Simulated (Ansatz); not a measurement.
Born–Oppenheimer molecular dynamics of a periodic cell of 17 atoms, Ba16B (host Ba, host structure bcc, interstitial B). It goes on from the last frame of an earlier run, with new velocities.

Level of theory: DFT PBE, scalar-relativistic, plane waves, PAW in Ansatz 0.2.0. Settings: accuracy low, cutoff 420 eV, k mesh 2x2x2, fermi-dirac smearing 0.15 eV, no spin polarisation.

```json
{
 "ensemble": "NVT, Langevin thermostat",
 "time step": "1 fs",
 "steps asked": "270",
 "set temperature": "1680 K",
 "friction": "0.01 /fs",
 "seed": "396382"
}
```

First frame:

```xyz
17
Lattice="10.0400 0.0000 0.0000 0.0000 10.0400 0.0000 0.0000 0.0000 10.0400" Properties=species:S:1:pos:R:3
Ba -0.518 0.080 -0.020
Ba 5.136 -0.084 -0.011
Ba -0.065 4.403 -0.663
Ba 0.211 -0.361 4.923
Ba 2.563 2.600 3.044
Ba 5.076 4.903 0.107
Ba 5.050 0.059 4.998
Ba 7.974 3.186 2.472
Ba -0.038 5.777 5.123
Ba 2.488 7.208 2.314
Ba 2.523 2.478 7.656
Ba 4.673 4.832 5.269
Ba 7.301 7.002 2.236
Ba 7.410 2.438 7.178
Ba 2.734 8.277 7.670
Ba 7.632 7.399 7.929
B 6.597 -0.116 7.611
```

(1) What does the run give?

(2) What happens to the structure?

(3) How do temperature and energy run in time?

Answers

(1) All steps were run.

```
steps done                                               : 270
time covered                                             : 270 fs
mean temperature over the second half                    : 1482 K
spread of the potential energy over the second half      : 11.1 meV per atom
mean potential energy of the second half above the start : 0.0 meV per atom
```

The mean temperature of the second half is 12 % below the set value. A run of 0.27 ps of so small a system gives no equilibrium averages. Limits of this set-up: coarse k mesh, odd electron count without spin, a small cell, in which the defect meets its images, low accuracy level.

(2) Mean squared displacements from the first frame to the last, about the centre of mass: Ba 0.51 Å², B 0.91 Å². Another seed would give other details.

(3) 
```
time (fs)  T (K)  potential energy less start (eV)
        0   1581                             0.000
       22   1443                             0.211
       44   1106                             0.433
       66   1319                             0.528
       88   1618                             0.440
      110   1660                             0.479
      132   1775                             0.067
      154   1685                            -0.153
      176   1704                            -0.184
      198   1704                            -0.121
      220   1436                            -0.031
      242    922                             0.158
      264   1004                             0.380
```

The run took 35 min on 4 threads of Intel(R) Xeon(R) Platinum 8488C (Sapphire Rapids), on a shared host, peak memory 3.8 GiB.
